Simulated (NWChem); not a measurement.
System: HfN₂H₄Cl₂; SMILES [Hf]([NH2])([NH2])([Cl])[Cl]

The following NWChem deck was run.

```
start job
memory heap 200 mb stack 900 mb global 1100 mb
geometry units angstroms noautoz
  Hf     0.000000     0.000000    -0.213828
  Cl     1.781786     0.867508     1.091034
  Cl    -1.781786    -0.867508     1.091034
  N     -0.812264     1.361670    -1.453131
  H     -1.665601     1.891191    -1.283389
  H     -0.398858     1.682889    -2.326459
  N      0.812264    -1.361670    -1.453131
  H      1.665601    -1.891191    -1.283389
  H      0.398858    -1.682889    -2.326459
end
basis spherical
  * library def2-svp
end
ecp
  Hf library def2-ecp
end
dft
  xc xtpss03 ctpss03
  iterations 200
  vectors input hcore
end
task dft gradient
```

Parts of the log:

```
             Northwest Computational Chemistry Package (NWChem) 7.3.0
             --------------------------------------------------------

 C2  symmetry detected

                             Geometry "geometry" -> ""
                             -------------------------

 Output coordinates in angstroms (scale by  1.889725989 to convert to a.u.)

  No.       Tag          Charge          X              Y              Z
 ---- ---------------- ---------- -------------- -------------- --------------
    1 Hf                  72.0000     0.00000000     0.00000000    -0.16653776
    2 Cl                  17.0000     1.98000933     0.08303327     1.13832424
    3 Cl                  17.0000    -1.98000933    -0.08303327     1.13832424
    4 N                    7.0000    -0.20031128     1.57282974    -1.40584076
    5 H                    1.0000    -0.77087612     2.39928742    -1.23609876
    6 H                    1.0000     0.30702591     1.70203942    -2.27916876
    7 N                    7.0000     0.20031128    -1.57282974    -1.40584076
    8 H                    1.0000     0.77087612    -2.39928742    -1.23609876
    9 H                    1.0000    -0.30702591    -1.70203942    -2.27916876

 Effective nuclear repulsion energy (a.u.)    1020.8336307905

      Symmetry information
      --------------------

 Group name             C2
 Group number              4
 Group order               2
 No. of unique centers     5

                                 NWChem DFT Module
                                 -----------------

 Summary of "ao basis" -> "ao basis" (spherical)
 ------------------------------------------------------------------------------
       Tag                 Description            Shells   Functions and Types
 ---------------- ------------------------------  ------  ---------------------
 Hf                         def2-svp                12       32   6s3p2d1f
 Cl                         def2-svp                 8       18   4s3p1d
 N                          def2-svp                 6       14   3s2p1d
 H                          def2-svp                 3        5   2s1p

      Symmetry analysis of basis
      --------------------------

        a          60
        b          56

            General Information
            -------------------
          SCF calculation type: DFT
          Wavefunction type:  closed shell.
          No. of atoms     :     9
          No. of electrons :    64
           Alpha electrons :    32
            Beta electrons :    32
          Charge           :     0
          Spin multiplicity:     1
          Use of symmetry is: on ; symmetry adaption is: on
          Maximum number of iterations: 200
          AO basis - number of functions:   116
                     number of shells:    52
          Convergence on energy requested:  1.00D-06
          Convergence on density requested:  1.00D-05
          Convergence on gradient requested:  5.00D-04

              XC Information
              --------------
                  TPSS metaGGA Exchange Functional  1.000
             TPSS03 metaGGA Correlation Functional  1.000

             Grid Information
             ----------------
          Grid used for XC integration:  medium
          Radial quadrature: Mura-Knowles
          Angular quadrature: Lebedev.
          Tag              B.-S. Rad. Rad. Pts. Rad. Cut. Ang. Pts.
          ---              ---------- --------- --------- ---------
          Hf                  1.55      123           9.0       590
          Cl                  1.00       88          11.0       590
          N                   0.65       49          11.0       434
          H                   0.35       45          12.0       434
          Grid pruning is: on
          Number of quadrature shells:   350
          Spatial weights used:  Erf1

      Non-variational initial energy
      ------------------------------

 Total energy =     298.531785
 1-e energy   =       0.000000
 2-e energy   =       0.000000
 HOMO         =     -17.102096
 LUMO         =     -17.049651

      Symmetry analysis of molecular orbitals - initial
      -------------------------------------------------

  Numbering of irreducible representations:

     1 a           2 b

  Orbital symmetries:

     1 a           2 b           3 a           4 b           5 a
     6 a           7 b           8 b           9 a          10 b
    11 a          12 b          13 a          14 b          15 a
    16 a          17 a          18 b          19 b          20 b
    21 a          22 b          23 a          24 b          25 b
    26 a          27 b          28 a          29 a          30 b
    31 a          32 a          33 b          34 a          35 b
    36 b          37 a          38 b          39 a          40 b
    41 a          42 a

[...]

                         DFT ENERGY GRADIENTS

    atom               coordinates                        gradient
                 x          y          z           x          y          z
   1 Hf      0.000000   0.000000  -0.314711    0.000000   0.000000  -0.005328
   2 Cl      3.741675   0.156910   2.151121   -0.003731  -0.000190  -0.002274
   3 Cl     -3.741675  -0.156910   2.151121    0.003731   0.000190  -0.002274
   4 N      -0.378533   2.972217  -2.656654    0.000362   0.000300   0.000303
   5 H      -1.456745   4.533996  -2.335888    0.003085  -0.005023  -0.000517
   6 H       0.580195   3.216388  -4.307004   -0.002696  -0.001245   0.005152
   7 N       0.378533  -2.972217  -2.656654   -0.000362  -0.000300   0.000303
   8 H       1.456745  -4.533996  -2.335888   -0.003085   0.005023  -0.000517
   9 H      -0.580195  -3.216388  -4.307004    0.002696   0.001245   0.005152
```

Level: TPSS/def2-SVP with def2 effective core potentials on Hf. Geometry: optimised at PBE0/def2-SVP. Not confirmed as a minimum by frequencies. def2 effective core potentials on Hf; no spin-orbit coupling.
